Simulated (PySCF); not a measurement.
PySCF job for BGeH₅O, SMILES B[O][GeH3], C-PCM-PBE0/def2-SVP. The structure is a stationary point at PBE0-D3(BJ)/def2-SVP.

```python
import numpy as np
from pyscf import gto, scf, dft
from pyscf.solvent import pcm

mol = gto.M(
    atom='''
    O    -0.51319409    1.05462656    0.00000000
    Ge    0.03780481   -0.66463685   -0.00000000
    H    -0.55063114   -1.29347001    1.26946425
    H    -0.55063113   -1.29347001   -1.26946425
    H     1.57506633   -0.67581854    0.00000001
    B     0.25194221    2.15700084   -0.00000000
    H     1.46893473    2.07521971    0.00000000
    H    -0.30665092    3.23390127   -0.00000001
    ''',
    basis='def2-SVP',
    charge=0,
    spin=0,
    max_memory=1600,
    verbose=3,
)
mf = dft.RKS(mol, xc='pbe0').density_fit(auxbasis='def2-universal-jkfit')
mf.grids.level = 3
mf.conv_tol = 1e-9
mf.max_cycle = 100
mf.kernel()
res = {}
for name, eps in {'water': 78.355, 'cyclohexanone': 15.619, 'chlorobenzene': 5.6968}.items():
    s = mf.PCM()
    s.with_solvent.method, s.with_solvent.eps, s.with_solvent.lebedev_order = 'C-PCM', eps, 29
    s.kernel(mf.make_rdm1())
    res[name] = (s.e_tot, eps, s.dip_moment(), s.mo_energy, s.converged)
    print(f'{name}: electrostatic solvation free energy {(s.e_tot - mf.e_tot) * 627.509474:.3f} kcal/mol')
```

It prints:

```
converged SCF energy = -2179.39223406453

WARN: PCM is an experimental feature. It is still in testing.
Features and APIs may be changed in the future.

converged SCF energy = -2179.39538880712
Dipole moment(X, Y, Z, Debye):  0.70051, -2.58808, -0.00000
water: electrostatic solvation free energy -1.980 kcal/mol

WARN: PCM is an experimental feature. It is still in testing.
Features and APIs may be changed in the future.

converged SCF energy = -2179.3952031033
Dipole moment(X, Y, Z, Debye):  0.69023, -2.55932, -0.00000
cyclohexanone: electrostatic solvation free energy -1.863 kcal/mol

WARN: PCM is an experimental feature. It is still in testing.
Features and APIs may be changed in the future.

converged SCF energy = -2179.39480872828
Dipole moment(X, Y, Z, Debye):  0.66889, -2.49882, -0.00000
chlorobenzene: electrostatic solvation free energy -1.616 kcal/mol
```

The run converged.
